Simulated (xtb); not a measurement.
ScF₃, SMILES [Sc]([F])([F])[F]. All values are semi-empirical tight-binding results from xtb (GFN2-xTB unless named), good for trends rather than for accurate numbers. Geometry optimised at GFN2-xTB. The isomer is the one that the SMILES or the coordinates give; other isomers of the formula were not compared.

Optimised geometry:

Bonded distances (Å): Sc1–F2 1.757, Sc1–F3 1.757, Sc1–F4 1.757. Angles (°): F2–Sc1–F3 120.0, F2–Sc1–F4 120.0, F3–Sc1–F4 120.0.
Charge 0, spin multiplicity 1.

For metal compounds this method's bond lengths and energies can be far off.

```
Quantity                                       Result
-------------------------------------  --------------
point group as xtb finds it                       D3h
orbital gap                                   4.22 eV
zero-point energy                        3.0 kcal/mol
G − E(el) at 298.15 K (modified RRHO)  -14.5 kcal/mol
```

Problem. Give the atomic charges and the Wiberg bond orders between heavy atoms. (The exact figures need the calculation; the answer reports its results.)

Solution. charges (e) Sc1 1.17, F2 -0.39, F3 -0.39, F4 -0.39. Bond orders Sc1–F2 0.95, Sc1–F3 0.95, Sc1–F4 0.95.
